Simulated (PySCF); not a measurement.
**Electron correlation in F⁺ (fluorine, charge +1)**

[He] 2s2 2p4, high-spin 3P determinant. Calculation: PySCF 2.14, in jorge-DZP-DKH (4s2p1d, 15 functions); the spin-free X2C one-electron Hamiltonian (Gaussian nucleus). Frozen: 1s2; 6 electrons correlated.

MP2 pair energies summed by pair of shells (mhartree):

```
 pair  energy  share (%)
2s-2p  -42.08       46.6
2p-2p  -40.64       45.0
2s-2s   -7.66        8.5
```

Total MP2 correlation energy: -90.38 mhartree.

Same-spin part -21.32 and opposite-spin part -69.06 mhartree; SCS-MP2 scales them by 1/3 and 6/5 to -89.98 mhartree.

| level | correlation energy (mhartree) |
| --- | --- |
| CCSD | -103.46 |
| (T) | -0.88 |
| CCSD(T) | -104.34 |

Diagnostics: T1 = 0.0045, D1 = 0.0078, largest double amplitude 0.037.

Cost of the coupled-cluster step: 0.06 s of wall time on 1 thread of Intel(R) Xeon(R) 6975P-C (shared host), for 6 correlated electrons.
